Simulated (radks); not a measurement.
Dy LIX, 8 electrons, occupied as [He] 2s2 2p4. Method: Dirac Kohn-Sham, exchange-only PBE, spin-unpolarised, spherical densities, finite nucleus; open shells fill j = l - 1/2 first; Fermi nuclear charge, rms radius 5.2218 fm; computed with a radial shooting solver on a logarithmic mesh with Libxc functionals.

Normalised radial functions P(r) = r R(r) (large component), r in bohr:

| r | 1s1/2 | 2p3/2 |
|---|---|---|
| 0.002148 | 2.4990 | 0.0343 |
| 0.002365 | 2.6800 | 0.0410 |
| 0.002603 | 2.8699 | 0.0490 |
| 0.002865 | 3.0684 | 0.0585 |
| 0.003154 | 3.2749 | 0.0699 |
| 0.003444 | 3.4706 | 0.0821 |
| 0.003791 | 3.6900 | 0.0978 |
| 0.004173 | 3.9143 | 0.1164 |
| 0.004593 | 4.1417 | 0.1383 |
| 0.005056 | 4.3701 | 0.1641 |
| 0.005566 | 4.5970 | 0.1945 |
| 0.006127 | 4.8195 | 0.2300 |
| 0.00669 | 5.0166 | 0.2679 |
| 0.007364 | 5.2204 | 0.3158 |
| 0.008106 | 5.4084 | 0.3714 |
| 0.008923 | 5.5759 | 0.4358 |
| 0.009822 | 5.7176 | 0.5099 |
| 0.01081 | 5.8284 | 0.5950 |
| 0.01181 | 5.8980 | 0.6834 |
| 0.013 | 5.9343 | 0.7923 |
| 0.01431 | 5.9242 | 0.9151 |
| 0.01575 | 5.8636 | 1.0524 |
| 0.01733 | 5.7489 | 1.2048 |
| 0.01908 | 5.5781 | 1.3723 |
| 0.02083 | 5.3720 | 1.5387 |
| 0.02293 | 5.0942 | 1.7332 |
| 0.02525 | 4.7650 | 1.9394 |
| 0.02779 | 4.3902 | 2.1544 |
| 0.03059 | 3.9784 | 2.3740 |
| 0.03367 | 3.5399 | 2.5933 |
| 0.03677 | 3.1252 | 2.7883 |
| 0.04047 | 2.6712 | 2.9876 |
| 0.04455 | 2.2288 | 3.1646 |
| 0.04904 | 1.8112 | 3.3098 |
| 0.05398 | 1.4296 | 3.4140 |
| 0.05942 | 1.0928 | 3.4681 |
| 0.06541 | 0.8064 | 3.4646 |
| 0.07142 | 0.5900 | 3.4059 |
| 0.07862 | 0.4029 | 3.2792 |
| 0.08654 | 0.2626 | 3.0885 |
| 0.09526 | 0.1626 | 2.8393 |
| 0.1049 | 0.0952 | 2.5417 |
| 0.1154 | 0.0524 | 2.2097 |
| 0.126 | 0.0285 | 1.8897 |
| 0.1387 | 0.0137 | 1.5406 |
| 0.1527 | 0.0061 | 1.2085 |
| 0.1681 | 0.0025 | 0.9086 |
| 0.1851 | 0.0009 | 0.6520 |
| 0.2037 | 0.0003 | 0.4444 |
| 0.2224 | 0.0001 | 0.2975 |
| 0.2448 | 0.0000 | 0.1809 |
| 0.2695 | 0.0000 | 0.1028 |
| 0.2967 | 0.0000 | 0.0542 |

1s1/2: eigenvalue -58923 eV, 0 radial nodes, <r> = 0.0211 bohr, 90 % of the charge inside 0.0382 bohr. 2p3/2: eigenvalue -12544.8 eV, 0 radial nodes, <r> = 0.0786 bohr, 90 % of the charge inside 0.127 bohr.
